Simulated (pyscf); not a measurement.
Single points on ωB97X-D3(BJ)/def2-SVP structures (PySCF, gas phase). Correlated levels are frozen-core, on RHF or UHF. ΔMP2 is the change of the MP2 total energy from the triple- to the quadruple-zeta basis.

**Question.** Estimate the classical barrier height and the reaction energy of [HO–B–OH]• -> •O–BH–OH at CCSD/def2-TZVPP. The step runs on the doublet surface, breaks H–O and forms B–H; take the reactant's lowest minimum found as zero.

**Answer.** ΔE‡ = 146.4 kJ/mol, ΔE = +29.2 kJ/mol. CCSD(T)/def2-TZVPP + ΔMP2(QZVPP) gives 139.0 kJ/mol and +37.3 kJ/mol. Zero-point energy shifts the barrier by -16.9 kJ/mol. It is a hydrogen shift, with an imaginary mode of 1798i cm⁻¹. One saddle was located; it need not be the lowest between these sides. The CCSD(T) − MP2 part came from Ansatz, without density fitting, on the same reference.
